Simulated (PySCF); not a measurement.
Highest occupied level (eV) of eight halogen compounds: PBE beside ωB97X, computed with PySCF for isolated molecules in the bases named; differences from unrounded values. The eight are the first of their class met in an unordered collection, after screening for sound electronic states; none was chosen by its value. Each molecule has one DFT geometry for both levels.

```
molecule                                                          basis   ωB97X    PBE  difference
-----------------------------------------------------------  ----------  ------  -----  ----------
C₅H₄F₂O, SMILES C=C=CO/C(F)=C\F                               def2-TZVP   -9.41      …           …
5,5-difluorooxolan-3-one (C₄H₄F₂O₂), SMILES FC1(CC(=O)CO1)F   def2-TZVP  -10.43      …           …
C3H3ClF2, SMILES F[C@@H]1C[C@@]1(F)Cl                         def2-TZVP  -10.59  -6.71        3.88
CH₃BrSe, SMILES C[Se]Br                                      def2-TZVPD   -8.88      …           …
1-fluorocyclopentene (C₅H₇F), SMILES FC1=CCCC1                def2-TZVP   -9.12  -5.61        3.51
1,1-dichlorobuta-1,3-diene (C4H4Cl2), SMILES C=CC=C(Cl)Cl     def2-TZVP   -8.97  -5.78        3.19
2-chlorocyclopenta-1,3-diene (C5H5Cl), SMILES ClC1=CCC=C1     def2-TZVP   -8.80  -5.49        3.31
1,1,2-trichloroprop-1-ene (C₃H₃Cl₃), SMILES CC(Cl)=C(Cl)Cl    def2-TZVP   -9.37  -5.93        3.43
```

Problem. What belongs in the gaps? (Estimate from the structure and the level; the computed values follow.)

Solution. 
- CH₃BrSe, SMILES C[Se]Br, PBE: -5.42
- CH₃BrSe, SMILES C[Se]Br, difference: 3.45
- 5,5-difluorooxolan-3-one (C₄H₄F₂O₂), SMILES FC1(CC(=O)CO1)F, PBE: -6.38
- 5,5-difluorooxolan-3-one (C₄H₄F₂O₂), SMILES FC1(CC(=O)CO1)F, difference: 4.04
- C₅H₄F₂O, SMILES C=C=CO/C(F)=C\F, PBE: -5.78
- C₅H₄F₂O, SMILES C=C=CO/C(F)=C\F, difference: 3.63

PBE lies below ωB97X in 0 and above it in 8 of the eight; the mean signed difference is 3.55 and the largest 4.04 eV.
